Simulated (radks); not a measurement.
Species: Se4+. Configuration: [Ar] 3d10 4s2.

Method: scalar-relativistic Kohn-Sham, r2SCAN, spin-polarised, spherical densities, finite nucleus; meta-GGA in the generalised Kohn-Sham scheme; Fermi nuclear charge, rms radius 4.14 fm; computed with a radial shooting solver on a logarithmic mesh with Libxc functionals.

Energy parts (hartree):
| part | energy |
|---|---|
| total | -2426.50799 |
| kinetic | 2476.30668 |
| electron-nucleus | -5792.97754 |
| Hartree | 976.91173 |
| exchange-correlation | -86.74886 |

Orbitals (lengths in bohr, moments of r in powers of bohr):
orbital  occ.  eigenvalue (hartree)   <1/r>
1s          2             -462.7268   34.56
2s          2             -61.46896   7.649
2p          6             -54.22163   7.476
3s          2              -9.95336   2.494
3p          6              -7.65632   2.339
3d         10              -3.87684   2.043
4s          2              -2.27905  0.8319

The highest occupied level is 4s at -62.016 eV. The electron density at the nucleus is 4.027e+04 e/bohr^3 (large components only). Summed over all electrons, <r^2> = 14.02 bohr^2, which gives a Langevin (diamagnetic) susceptibility term of -11.1 x 10^-6 cm^3/mol.
